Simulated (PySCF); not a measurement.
# Identify the compound

Molecular formula: C$_{5}$H$_{4}$F$_{4}$O$_{2}$. Simulated spectra:

$^{1}$H NMR (300 MHz, computed): δ 5.26 (m, 1H), 5.14 (m, 1H), 4.94 (m, 1H), 4.88 (m, 1H).

$^{13}$C{$^{1}$H} NMR (computed): δ 198.7 (C, qd, J = 36.7, 6.6 Hz), 120.6 (C, q, J = 358.7 Hz), 91.7 (CH, d, J = 21.5 Hz), 89.4 (CH, d, J = 285.6 Hz), 79.1 (CH2, d, J = 22.1 Hz).

Theoretical values (PySCF 2.14.0 with density-fitted response routines): GIAO PBE0/pcSseg-1 shieldings, J: B3LYP/pcJ-1 (spin–dipole term only in couplings to heteroatoms), geometry: PBE0-D3(BJ)/def2-SVP. One conformer, isolated molecule, no relativistic terms, equivalent nuclei averaged.

Shifts are taken against calculated references (same method and geometry level): $^{1}$H and $^{13}$C vs TMS.

Task: Deduce the structure.

Result: 
- Rings plus π bonds: 2 (1 ring in the answer).
- 5 carbon signals for 5 carbons: no two carbons are equivalent.
- Carbon types of the structure: 2 × C, 2 × CH, 1 × CH2, which accounts for all hydrogens.
- δC 198.7: ketone carbonyl carbon; low-lying n→π* states of the double bond to the heteroatom give a large paramagnetic term (-267 ppm).
- δC 120.6: CF3 carbon; 3 electronegative neighbours deshield it.
- δC 91.7: sp3 CH bonded to O, α to a carbonyl; the inductive effect lowers its shielding.
- δC 89.4: sp3 CH bonded to F; the inductive effect lowers its shielding.
- δC 79.1: sp3 CH2 bonded to O; the inductive effect lowers its shielding.
- δH 5.26: hydrogen on an sp3 CH bonded to O, α to a carbonyl; its carbon carries O, hence the downfield position.
- δH 4.94, 4.88: hydrogen on an sp3 CH2 bonded to O; its carbon carries O, an electronegative neighbour.

These data were computed for `[C@H]1(F)[C@H](C(=O)C(F)(F)F)OC1`.

This is the structure that produced the data.

C–F couplings over four or more bonds (about 3 Hz to the para carbon of a fluoroarene) are left out. Common functionals overestimate the size of one-bond C–F couplings by tens of Hz; these are unscaled. Splittings below 1 Hz are ignored in the labels, and close J values are merged. Unscaled 3J(H,H) at this level run about 10 % above measured values. Shifts are as computed. Against solution values, carbons near 30 ppm lie about +2 ppm off and those near 130 ppm about +5 ppm. Of 1313 compounds with measured shifts, 239 miss one by over three times the rms of a fit or turn the order of signals round; such compounds aren't used in these exercises. Only one conformer was computed, so three-bond couplings in flexible chains and rings are approximate.
